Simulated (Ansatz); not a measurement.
```yaml
crystal:
  periodic: [false, false, false]
  atoms:
    - {symbol: C, position_ang: [-0.946135, 1.161456, -0.098822]}
    - {symbol: Si, position_ang: [-0.381958, -0.617476, -0.287185]}
    - {symbol: C, position_ang: [1.432614, -0.891798, 0.234757]}
    - {symbol: Br, position_ang: [-0.557004, -1.421956, -2.058897]}
    - {symbol: H, position_ang: [-0.362644, 1.831621, -0.707823]}
    - {symbol: H, position_ang: [-1.157016, 1.759115, 1.035294]}
    - {symbol: H, position_ang: [-2.059004, 1.319849, -0.271598]}
    - {symbol: H, position_ang: [-1.712753, -1.364406, 0.722638]}
    - {symbol: H, position_ang: [2.347970, -0.222309, -0.133343]}
    - {symbol: H, position_ang: [1.570954, -0.596614, 1.350753]}
    - {symbol: H, position_ang: [1.676314, -2.293269, 0.518962]}
basis:
  gaussian: {orbitals: cc-pVTZ-DK}
total_charge: -1
magnetization: {spin_polarized: false, initial_magnetization: 1}
hamiltonian: {xc: {name: B3LYP}, dispersion: d3bj}
accuracy: high
```

```sh
$ ansatz run in.yaml --threads 4 --pin off --events-out ev --progress --plain --max-ram 10444MiB
```

Output, abridged:

```
Functional definition: B3LYP
4132 factors; integrals over basis functions are off by at most 2.5e-8 eV
mean field evaluation 1: about -80995.5529 eV, gradient 5.3e1 eV
mean field evaluation 2: about -80995.6586 eV, gradient 5.3e1 eV
mean field evaluation 4: about -81002.3777 eV, gradient 1.3e1 eV
mean field evaluation 8: about -81002.9676 eV, gradient 1.3e0 eV
mean field evaluation 16: about -81002.9885 eV, gradient 5.2e-2 eV
mean field evaluation 32: about -81002.9885 eV, gradient 6.1e-7 eV
mean field -81002.98848555 eV, -2976.8049210463 hartree, gradient 5.3e-8 eV, S^2 0.750000; 8 other end points of the search recorded, 0 dependent functions left out
reference -81002.98853183 eV, -2976.8049227473 hartree; 35, 34 occupied and 200, 201 virtual orbitals, 4132 factors
Total energy: -81003.48947168 eV, -2976.8233319469 hartree
Relativity: scalar
```

Hardware: 4 threads of an Intel Xeon on a shared host. Wall time 46 s, peak host memory 2.1 GiB.
